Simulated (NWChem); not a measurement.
# Spin states of disulfane (H₂S₂)

SMILES: SS
```xyz
4

S      0.9155     0.4855     0.0553
S     -0.9155    -0.4855     0.0553
H      1.5366    -0.2680    -0.8848
H     -1.5366     0.2680    -0.8848
```
Charge 0, spin multiplicity 1.

The numbers come from NWChem runs, not from measurements. Structure: optimised with PBE0/def2-SVP, a minimum by its harmonic frequencies. It is one conformer; others weren't searched.

Basis set: def2-TZVP. The gap is E(triplet) − E(singlet) at the geometry of the singlet, so a negative value puts the higher spin lower. Open shells are unrestricted, coupled cluster uses restricted open-shell references, and the singlet is the closed-shell solution. The triplet is the single determinant that the SCF runs reached, with unpaired electrons in orbitals of symmetry a and b (C2 labels); it need not be the lowest triplet, which in molecules with degenerate π orbitals can need several determinants.

The correlated methods keep 10 core orbitals frozen. B3LYP has NWChem's definition, with VWN1-RPA local correlation. The stability of the SCF solutions was not checked. Open-shell Hartree-Fock references start from PBE0 orbitals. Coupled-cluster values serve here as a point of comparison, not as the truth.

**Question.** For the vertical singlet-triplet gap, B3LYP gives 92.9 kcal/mol and HF gives 99.1 kcal/mol. What do B2PLYP, TPSS, CR-CCSD(T) give?

**Answer.** B2PLYP: 96.0 kcal/mol; TPSS: 90.8 kcal/mol; CR-CCSD(T): 100.0 kcal/mol.
